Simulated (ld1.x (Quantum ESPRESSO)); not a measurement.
## An all-electron radial function and its pseudo partner (Ta (Z = 73))

Columns: radius, all-electron u(r) and pseudo u(r) of the 5p shell (level -39.40 eV) of tantalum in the configuration [Kr] 4d10 4f14 5s2 5p6 5d3 6s2 6p0; PBE, scalar-relativistic, TM scheme, ld1.x (Quantum ESPRESSO) 7.5.

```csv
r (bohr),all-electron,pseudo
0.145,-0.3506,-0.0411
0.290,0.3102,-0.1574
0.435,0.4748,-0.3281
0.580,0.0141,-0.5234
0.725,-0.4933,-0.7095
0.870,-0.8318,-0.8562
1.015,-0.9907,-0.9435
1.160,-1.0178,-0.9656
1.305,-0.9638,-0.9295
1.450,-0.8678,-0.8513
1.595,-0.7555,-0.7498
1.740,-0.6427,-0.6414
1.885,-0.5377,-0.5376
2.030,-0.4444,-0.4444
2.175,-0.3640,-0.3640
2.320,-0.2961,-0.2961
2.465,-0.2396,-0.2396
2.610,-0.1930,-0.1930
2.755,-0.1550,-0.1550
2.900,-0.1241,-0.1241
3.045,-0.0991,-0.0991
3.190,-0.0789,-0.0789
3.335,-0.0628,-0.0628
3.480,-0.0498,-0.0498
3.625,-0.0395,-0.0395
3.770,-0.0313,-0.0313
```

Problem. How many radial nodes do the two functions have?

Solution. The all-electron 5p function has n − l − 1 = 3 (the table is too coarse to show those close to the nucleus); the pseudo-wave has 0, since the states of the same l below it are removed with the core.

Problem. At about which radius was the pseudo-wave matched?

Solution. 2.15 bohr. The columns agree to 0.0005 from 1.89 bohr on; several derivatives are matched, so the curves merge somewhat inside the radius.

Problem. Is the pseudo-wave norm-conserving?

Solution. Yes: the TM scheme keeps the norm inside the radius equal to the all-electron one, which fixes the energy derivative of the logarithmic derivative at the level.
